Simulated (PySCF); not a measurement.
## Bond length, frequency and bond energy of CoBr⁺ by level of theory

State: quartet, unpaired electrons σ ↑, π ↑, δ ↑, a mixture of terms (⟨Lz²⟩ = 4.7). Set-up: PySCF, no relativity, basis sets Co def2-TZVPPD, Br def2-TZVPPD. De refers to Co⁺ (3d8) + Br in their high-spin ground configurations, without counterpoise correction. The functionals are run spin-unrestricted. A positive dipole points towards Br; it is taken about the centre of mass and depends on that origin. Levels whose curve was spin-contaminated or gave no clean fit are not listed.

| Level | Re (Å) | ωe (cm⁻¹) | De (eV) | μ (D) |
| --- | --- | --- | --- | --- |
| UHF | 2.272 | 351 | n/a | -9.64 |
| PBE | 2.201 | 336 | n/a | -5.60 |
| PBEsol | 2.175 | 349 | n/a | -5.49 |
| revPBE | 2.215 | 328 | n/a | -5.74 |
| PW91 | 2.199 | 337 | n/a | -5.58 |
| r²SCAN | 2.193 | 345 | n/a | -6.18 |
| r²SCANh | 2.189 | 355 | n/a | -6.53 |
| PBE0 | 2.189 | 361 | n/a | -6.74 |
| B2PLYP | 2.182 | 370 | n/a | -7.94 |

The bond length runs from 2.175 Å (PBEsol) to 2.272 Å (UHF).

Correlated steps freeze 14 core orbitals. De is left out where the level can put another filling of the metal’s s and d shells below the measured ground configuration, by anything from nothing to about 1 eV. Spin–orbit coupling is left out. B2PLYP dipoles, levels and charges come from its SCF part alone. With d or f electrons several states lie close, and the lowest PBE0 determinant need not be the measured ground state.

The whole job (state search and all levels along the bond) took about 18 min on 2 threads of Arm Neoverse V2 (shared host), peak memory 4.8 GiB.
